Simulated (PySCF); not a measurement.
A species of formula C6H11NO has this rotational fingerprint, computed with PySCF 2.14.0, PBE0-D3(BJ)/def2-SVP geometry optimisation, gas phase:

* Rotational constants: A = 4007, B = 1412, C = 1152 MHz
* Dipole components: |μa| = 1.29 D, |μb| = 3.27 D, |μc| = 0.10 D
* Inertial defect: -45.26 u·Å²
* κ: -0.82

Question: Which candidate fits, each taken in the one conformer that was computed?
A. `[CH3:1][CH2:2][O:3][C@H:4]([C:5]#[N:6])[CH2:7][CH3:8]` with C1–C2–O3–C4 -179°, C2–O3–C4–C5 -66°, O3–C4–C7–C8 -178°
B. `[O:1]=[CH:2][N:3]1[CH2:4][CH2:5][CH2:6][CH2:7][CH2:8]1` with O1–C2–N3–C4 -176°, C2–N3–C4–C5 119°, N3–C4–C5–C6 53°, C4–C5–C6–C7 -54°, C5–C6–C7–C8 54°
C. `[CH3:1][C:2](=[O:3])/[CH:4]=[CH:5]/[N:6]([CH3:7])[CH3:8]` with C1–C2–C4–C5 179°
D. `[CH3:1][N:2]([CH3:3])[C:4](=[O:5])[CH:6]1[CH2:7][CH2:8]1` with N2–C4–C6–C7 -155°
E. `[CH2:1]=[CH:2][C@@H:3]([CH2:4][CH3:5])[C:6]([NH2:7])=[O:8]` with C1–C2–C3–C4 121°, C2–C3–C4–C5 -164°, C2–C3–C6–N7 53°, C3–C6–N7–H -176° and -12°

Answer: D. It is CN(C)C(=O)C1CC1, an asymmetric top, point group C1. The candidates at the same level (rigid rotor, commonest isotopes):

```csv
SMILES,A (MHz),B (MHz),C (MHz),μa (D),μb (D),μc (D),Δ (u·Å²),point group,rotor
CC(=O)/C=C/N(C)C,4805,964.9,817.0,4.38,2.34,0.20,-10.35,C1,near-prolate asymmetric top
CN(C)C(=O)C1CC1,4007,1412,1152,1.29,3.27,0.10,-45.26,C1,asymmetric top
C=C[C@@H](CC)C(N)=O,2326,1795,1125,3.18,0.14,0.94,-49.72,C1,asymmetric top
CCO[C@H](C#N)CC,3246,1200,929.0,0.74,2.77,1.32,-32.84,C1,asymmetric top
O=CN1CCCCC1,3862,1578,1256,3.66,1.36,0.66,-48.75,C1,asymmetric top
```

`O=CN1CCCCC1` has B 12 % too high; `CC(=O)/C=C/N(C)C` has B 32 % too low; `C=C[C@@H](CC)C(N)=O` has A 42 % too low; `CCO[C@H](C#N)CC` has C 19 % too low. No structure here is proved a minimum.
